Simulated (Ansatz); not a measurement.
Isolated molecules relaxed with PBE0-D4/def2-TZVP in Ansatz; ΔE leaves out vibrations. CCSD(T)/CBS adds triple-zeta CCSD(T) − MP2 to the extrapolated MP2 energy (def2 sets, frozen cores). DFT in def2-TZVPP. def2 core potentials past Kr. For Ga, Zr outer-core shells are correlated without core-valence functions, which leaves a few kJ/mol of doubt a bond. Scalar relativity is left out up to krypton. Each species was taken in one conformer, which may not be the lowest.

Consider the substitution at a C–Ga bond: `C[C](C)(C)[Ga]([F])[Cl]` + `[NH2][Zr]([F])([F])[F]` → `CC(C)(C)[NH][Zr]([F])([F])[F]` + `[F][GaH][Cl]`.

Question: Is it downhill or uphill in electronic energy at CCSD(T)/CBS, and by how much? (An estimate is asked.)

Answer: Computed: Uphill: ΔE = +32.7 kJ/mol.

Question: What do these levels give: revPBE-D4, PBE0-D4, r2SCAN0-D4, r2SCANh, CCSD/def2-SVP, MP2/def2-QZVPP? (An estimate is asked.)

Answer: Computed: revPBE-D4 33.5, PBE0-D4 32.1, r2SCAN0-D4 28.7, r2SCANh 30.6, CCSD/def2-SVP 6.1, MP2/def2-QZVPP 32.6 kJ/mol.

Largest T1 diagnostic among the species: 0.017.

At CCSD(T), def2-SVP lies −28.6 kJ/mol from the extrapolated value and def2-TZVPP −7.9 kJ/mol. The D4 term adds −3.6 kJ/mol with B3LYP and −2.1 kJ/mol with PBE0; it sums over pairs of atoms, weighted by their polarisabilities, and B3LYP, whose exchange is more repulsive, gets the larger term. From BLYP to BHLYP (50 % exact exchange), in def2-TZVPP and without D4, ΔE moves by −12.7 kJ/mol.

B3LYP here is the variant with VWN-RPA as its local correlation; programs differ in this.
